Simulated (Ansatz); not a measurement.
Consider the redistribution: `[NH2][Ga]([NH2])[Br]` + `[NH]=[V]([NH2])([Cl])[Cl]` → `[NH2][Ga]([Cl])[Br]` + `[NH]=[V]([NH2])([NH2])[Cl]`.

Computed with Ansatz on PBE0-D4/def2-TZVP structures; ΔE is electronic, products minus reactants. CCSD(T)/CBS adds triple-zeta CCSD(T) − MP2 to the extrapolated MP2 energy (def2 sets, frozen cores). DFT in def2-TZVPP. For Br, Ga, V outer-core shells are correlated without core-valence functions, which leaves a few kJ/mol of doubt a bond. Scalar relativity is left out up to krypton. Each species was taken in one conformer, which may not be the lowest.

`[NH2][Ga]([NH2])[Br]`:

Z-matrix (Å, degrees):
```
N
Ga 1 1.809
H 1 1.006 2 121.7
H 1 1.006 2 119.7 3 -148.6
N 2 1.808 1 125.2 3 -17.4
Br 2 2.289 1 117.4 3 162.6
H 5 1.006 2 121.7 1 -17.4
H 5 1.006 2 119.7 1 -166.0
```

`[NH]=[V]([NH2])([Cl])[Cl]`:

Z-matrix (Å, degrees):
```
V
N 1 1.798
Cl 1 2.166 2 110.6
N 1 1.595 2 103.8 3 118.1
Cl 1 2.166 2 110.6 3 -123.8
H 2 1.007 1 127.5 3 -118.1
H 2 1.013 1 120.0 3 61.9
H 4 1.013 1 169.0 2 -179.9
```

`[NH2][Ga]([Cl])[Br]`:

```xyz
6

N     0.079   -1.078   -0.089
Ga   -0.025    0.703    0.080
Cl    1.747    1.846    0.358
Br   -2.030    1.761    0.032
H    -0.722   -1.659   -0.266
H     0.952   -1.574   -0.115
```

`[NH]=[V]([NH2])([NH2])[Cl]`:

Z-matrix (Å, degrees):
```
V
N 1 1.823
N 1 1.823 2 113.2
N 1 1.603 2 105.9 3 -115.6
Cl 1 2.193 2 109.7 3 122.9
H 2 1.007 1 126.4 3 115.5
H 2 1.012 1 121.8 3 -57.2
H 3 1.012 1 121.8 2 57.2
H 3 1.007 1 126.4 2 -115.6
H 4 1.012 1 164.1 2 -119.8
```

**Question.** Is it downhill or uphill in electronic energy at CCSD(T)/CBS, and by how much? (An estimate is asked.)

**Answer.** The calculation gave: Downhill: ΔE = -3.5 kJ/mol.

**Question.** What do these levels give: LDA (SPW92), BLYP-D4, B97M-V, BHLYP-D4, ωB97M-V, B2PLYP, revPBE, BHLYP, CCSD/def2-SVP, CCSD(T)/def2-SVP, HF/def2-TZVPP, SCS-MP2/def2-QZVPP? (Best estimate.)

**Answer.** The calculation gave: LDA (SPW92) -3.9, BLYP-D4 -6.7, B97M-V -8.1, BHLYP-D4 -10.0, ωB97M-V -9.0, B2PLYP 2.8, revPBE -7.1, BHLYP -10.1, CCSD/def2-SVP -10.4, CCSD(T)/def2-SVP -8.4, HF/def2-TZVPP -15.4, SCS-MP2/def2-QZVPP 16.1 kJ/mol.

Largest T1 diagnostic among the species: 0.031, so the coupled-cluster value is less sure than usual.

From BLYP to BHLYP (50 % exact exchange), in def2-TZVPP and without D4, ΔE moves by −3.3 kJ/mol. In def2-TZVPP, CCSD(T) changes the Hartree–Fock value by +10.8 kJ/mol (the triples alone add +1.7 kJ/mol) and MP2 by +35.7 kJ/mol. Leaving LDA and LC-ωPBE aside and taking each functional with its dispersion term where it has one, the values spread over 12.9 kJ/mol, from BHLYP-D4 to B2PLYP.
